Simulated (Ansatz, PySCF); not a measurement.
Complex: HF (SMILES F) (first 2 atoms) with CH3Br (SMILES CBr); geometry from B3LYP-D3(BJ)/def2-TZVP, rigid monomers moved along the line of their centres of mass till H2···Br4 is 2.12 Å.
(charge 0, multiplicity 1):
```xyz
7

F     -0.03944    -0.14847     0.64158
H     -0.06252    -0.64869     1.43194
C     -0.24074     1.07359     3.60431
Br    -0.16252    -0.89010     3.53853
H     -1.17919     1.33962     4.07654
H     -0.19097     1.42678     2.58076
H      0.60995     1.40715     4.18701
```

Monomers are frozen at their geometry in the pair; levels with a basis set take the counterpoise correction.

Cores are frozen in the correlated methods. Filled d and f shells under p-block atoms count as core. CBS(a, b) extrapolates the correlation energy as X⁻³ and adds the Hartree–Fock energy of set b.

The values were computed with Ansatz (Gaussian basis) for Hartree–Fock, density functionals and correlated methods; PySCF for the dispersion terms. Values without a source in brackets are computed.

The comparison value is -3.46 kcal/mol (CCSD(T)/CBS(aug-cc-pVDZ, aug-cc-pVTZ)). It is a level with limits of its own, not the exact answer.

**Question.** Order these levels by how close they come to the comparison value for the interaction energy, closest first: B3LYP-D4/def2-TZVPPD, B3LYP/def2-TZVPPD, CCSD(T)/aug-cc-pVDZ. Give each level's value less the comparison value.

**Answer.** B3LYP-D4/def2-TZVPPD (-0.45 kcal/mol), B3LYP/def2-TZVPPD (0.67 kcal/mol), CCSD(T)/aug-cc-pVDZ (1.69 kcal/mol)

Ansatz is a first-principles code.
